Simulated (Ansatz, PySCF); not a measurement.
Species: silicon monosulfide, SiS, net charge 0, singlet state. SMILES: [Si]=S
Coordinates optimised at B3LYP-D3(BJ)/def2-TZVP (Ansatz, a program for electronic structure):
```
Si
S 1 1.9380
```

M06-2X/6-31G* (5d) beside other levels, property by property. Conventions: atomisation electronic, to ground-state atoms; 6-31G* and kin with 6d, 5d where marked; non-relativistic; each state is the SCF solution reached for its charge and spin; valence correlation only; UHF or UKS for open shells; spin-orbit terms left out; 6-311+G** with 5d, 6d on Na to Ar in Ansatz. Basis-set limits of correlation are two-point, X^-3; Hartree-Fock from the larger set (for Q and 5 zeta extrapolated as (X+1)exp(-9√X)). First-principles rows: single points at B3LYP-D3(BJ) geometries (Ansatz), with unscaled harmonic terms from B3LYP/6-31G* (Ansatz) at its own minima, enthalpies of formation by atomisation with measured atoms. Anions need diffuse functions, which STO-3G, LANL2DZ, def2-SVP, cc-pVDZ and Pople sets without + lack.

Coupled cluster (Ansatz) is a level with limits of its own, used here on species with T1 under 0.025 (0.045 for open shells) and stable references: (a) CCSD(T)/CBS(aug-cc-pV(T+d)Z,aug-cc-pV(Q+d)Z); (b) CCSD(T)/CBS(cc-pV(Q+d)Z,cc-pV(5+d)Z).

| property | M06-2X/6-31G* (5d) (PySCF) | B3LYP/6-311+G** (Ansatz) | M06-2X/def2-TZVPD (PySCF) | wB97X-V/def2-TZVPD (Ansatz) | to compare with |
|---|---|---|---|---|---|
| vertical electron affinity to the doublet (eV) | 0.13 | 0.50 | 0.34 | 0.41 | 0.43 coupled cluster (a) |
| enthalpy of formation at 298 K (kcal/mol) | 30.9 | 37.0 | 25.9 | 27.9 | 26.6 coupled cluster (b) |
| atomisation energy (kcal/mol) | 142.8 | 136.6 | 147.8 | 145.7 | 147.1 coupled cluster (b) |

As the rows show:
- vertical electron affinity to the doublet: M06-2X/6-31G* (5d) lies 0.30 eV below coupled cluster.
- enthalpy of formation at 298 K: M06-2X/6-31G* (5d) lies 4.3 kcal/mol above coupled cluster.
- atomisation energy: M06-2X/6-31G* (5d) lies 4.3 kcal/mol below coupled cluster.

The properties are those with a value to compare with, at most eight drawn at random. No case is left out for the size of its miss. Left out are saddle points of the reference geometry, anions that the best level run finds unbound, excited spin states, species near biochemistry, 298 K rows of species without real B3LYP wavenumbers, cases with under five habitual levels, runs that failed or that the program found above a lower state of the same kind, table entries that another table contradicts, and a share of species set aside by lot.
